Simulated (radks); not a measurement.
Question: Spherical quantum dot in the effective-mass picture: electrons in a parabolic well V = omega^2 r^2 / 2 with omega = 1.71, all in effective atomic units (hartree* = m*/eps^2 hartree, bohr* = eps/m* bohr), one dielectric constant everywhere. Method: non-relativistic Kohn-Sham, PBE, spin-polarised, spherical densities; computed with a radial shooting solver with Libxc functionals. Levels are named by radial order and angular momentum (1s, 1p, 1d, 2s, ...), and open shells are averaged over m. At N = 30 the configuration is 1s2 1p6 1d10 2s2 1f(up 7, down 3). Does electron 31 go into 1f down or 2p down or 2p up?

Answer: Into 1f down. The total energies of the other choices lie higher by 0.197 hartree* (2p up), 0.232 hartree* (2p down).
